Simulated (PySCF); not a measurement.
## HF3SeSi, SMILES `[Si](F)(F)([SeH])F` (charge 0, multiplicity 1)

Calculation: PySCF 2.14.0 with r2SCAN-D4/def2-TZVP.

```yaml
HOMO: -7.08 eV
dipole_moment: 1.50 D
LUMO: -1.10 eV
HOMO–LUMO gap: 5.98 eV
S1 excitation (TDA): 6.11 eV
S1 oscillator strength: 0.000
T1 excitation (TDA): 5.47 eV
S1–T1 gap (TDA): 0.64 eV
total_energy: -2991.4115 Ha
cost: about 7 core-minutes (a rough figure)
```

Bonds (Å): F1–Si2 1.575, Si2–F3 1.576, Si2–F4 1.576, Si2–Se5 2.232, Se5–H6 1.470. Angles (°): F1–Si2–F3 108.5, F1–Si2–F4 108.4, F1–Si2–Se5 107.6, F3–Si2–F4 106.0, F3–Si2–Se5 113.0, F4–Si2–Se5 113.2, Si2–Se5–H6 90.4.
